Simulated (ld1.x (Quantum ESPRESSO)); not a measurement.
PBE TM dataset for ruthenium, scalar-relativistic all-electron reference.

```json
{
  "Element": "Ru",
  "Generator": "ld1.x (Quantum ESPRESSO) 7.5",
  "Type": "norm-conserving Troullier–Martins (Kleinman–Bylander form)",
  "Functional": "PBE",
  "Relativity": "scalar-relativistic",
  "Frozen core": "[Ar] 3d10 4s2",
  "Valence charge": "14",
  "Reference configuration": "4p6 4d8 5s0 5p0",
  "Partial waves": "4p (bound): rc 1.95 bohr; 4d (bound): rc 1.55 bohr; 4f channel at 0.4 Ry: rc 2.70 bohr; 5s (bound, empty): rc 2.60 bohr",
  "Local potential": "the s channel",
  "Core correction": "none"
}
```

All-electron outer shells of the reference configuration (PBE, scalar-relativistic, ld1.x):

```
shell  level (eV)  outermost node (bohr)  outermost maximum (bohr)
   3d     -270.20                      –                      0.30
   4s      -73.59                   0.48                      0.92
   4p      -43.75                   0.49                      0.98
   5s       -3.40                   1.24                      2.83
   4d       -3.15                   0.48                      1.23
   5p       -0.52                   1.43                      4.44
```

(1) Estimate the cutoffs (Ry, on a coarse ladder) from which the occupation-weighted sum of valence levels, in a spherical-Bessel basis at the reference potential, stays within 10 and 1 mRy of its value at 400 Ry.

(2) Does the potential have ghost states?

(3) Which valence shell sets the plane-wave cutoff?

## Answers

(1) 55 Ry and 70 Ry.

(2) No extra level below or beside the all-electron valence levels (p, d, f, s tested).

(3) 4d: its level needs 55 Ry to come within 1 mRy, against 35 Ry for 4p.

Its largest configuration-test error is -614 meV (4p6 4d5 5s0 5p0). 1 of 7 tests not solved or not reliable.
